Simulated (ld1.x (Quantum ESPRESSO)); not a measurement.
**Pseudopotential generation for calcium: ultrasoft, BP86, scalar-relativistic.**

```
Element                 : Ca (Z = 20)
Generator               : ld1.x (Quantum ESPRESSO) 7.5
Type                    : ultrasoft
Functional              : BP86
Relativity              : scalar-relativistic
Frozen core             : [Ne]
Valence charge          : 10
Reference configuration : 3s2 3p6 3d0 4s2 4p0
Partial waves           : 3s (bound): rcut 1.70, rcutus 2.20 bohr; 4s (bound): rcut 1.70, rcutus 2.20 bohr; 3p (bound): rcut 1.75, rcutus 2.10 bohr; 4p (bound, empty): rcut 1.75, rcutus 2.10 bohr; 3d (bound, empty): rcut 2.45, rcutus 3.05 bohr; 3d channel at 0.8 Ry: rcut 2.45, rcutus 3.05 bohr
Local potential         : all-electron potential smoothed inside 2.80 bohr (lloc = -1)
Core correction         : a·sin(br)/r model core inside 1.90 bohr
Augmentation charge     : PSQ, radius 1.85 bohr
```

- Cutoffs needed: 18 Ry and 30 Ry (the cutoffs (Ry, on a coarse ladder) from which the occupation-weighted sum of valence levels, in a spherical-Bessel basis at the reference potential, stays within 10 and 1 mRy of its value at 400 Ry)
- Ghost test: no extra level below or beside the all-electron valence levels (s, p, d, f tested) (spherical-Bessel basis up to 400 Ry, 20 bohr box)
- Configuration tests: test run stopped at test 7 of 7 (negative rho)
- Lowest eigenvalue of the overlap operator: 0.11 (s channel)
- Density cutoff estimated by the generator: 117 Ry
